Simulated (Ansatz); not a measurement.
`[NH2][Cd][F]` + H₂O → `[NH2][Cd][OH]` + H–F at 600 K and 1 bar (formal hydrolysis of a Cd–F bond).

Isolated molecules relaxed with PBE0-D4/def2-TZVP in Ansatz; ΔE leaves out vibrations. CCSD(T)/CBS adds triple-zeta CCSD(T) − MP2 to the extrapolated MP2 energy (def2 sets, frozen cores). This one scheme is used for every species. def2 core potentials past Kr. For Cd outer-core shells are correlated without core-valence functions, which leaves a few kJ/mol of doubt a bond. Each species was taken in one conformer, which may not be the lowest.

```json
{"species": "`[NH2][Cd][F]`", "CCSD(T)/CBS energy (Eh)": "-323.42384", "H − E (kJ/mol)": "106.5", "S (J/(mol·K))": "343.6"}
{"species": "H₂O", "CCSD(T)/CBS energy (Eh)": "-76.37941", "H − E (kJ/mol)": "76.8", "S (J/(mol·K))": "212.8"}
{"species": "`[NH2][Cd][OH]`", "CCSD(T)/CBS energy (Eh)": "-299.39515", "H − E (kJ/mol)": "141.2", "S (J/(mol·K))": "365.5"}
{"species": "H–F", "CCSD(T)/CBS energy (Eh)": "-100.39570", "H − E (kJ/mol)": "42.3", "S (J/(mol·K))": "194.0"}
```

H − E and S are ideal-gas, rigid-rotor, harmonic terms from PBE0-D4/def2-TZVP, for one conformer and one mirror image of each species. 1 Eh = 2625.50 kJ/mol, R = 8.31446 J/(mol·K).

Task: By hand: ΔE, ΔH, ΔS and ΔG.

Result: ΔE = (-299.39515) + (-100.39570) − (-323.42384) − (-76.37941) = 0.01240 Eh = 32.6 kJ/mol. Δ(H − E) = 141.2 + 42.3 − 106.5 − 76.8 = 0.2, so ΔH = 32.8 kJ/mol. ΔS = 365.5 + 194.0 − 343.6 − 212.8 = 3.1 J/(mol·K). ΔG = 32.8 − 600 × (3.1)/1000 = 30.9 kJ/mol.

Task: By hand: the equilibrium constant, and the temperature at which ΔG would vanish if ΔH and ΔS stayed fixed.

Result: log₁₀ K = −ΔG/(RT ln 10) = -2.7. ΔG = 0 at ΔH/ΔS = 10581 K, far beyond where these terms or the molecules hold.

The number of gas molecules stays the same, so ΔS is small and ΔH decides. A doubt of 5 kJ/mol in ΔE shifts log₁₀ K by 0.4 here. Other conformers and mirror images would add mixing entropy, several J/(mol·K) or more a flexible species. These are equilibria of isolated gas molecules and say nothing of rates. Largest T1 diagnostic: 0.016 (customary marks: 0.02 for closed shells, 0.045 for open ones).
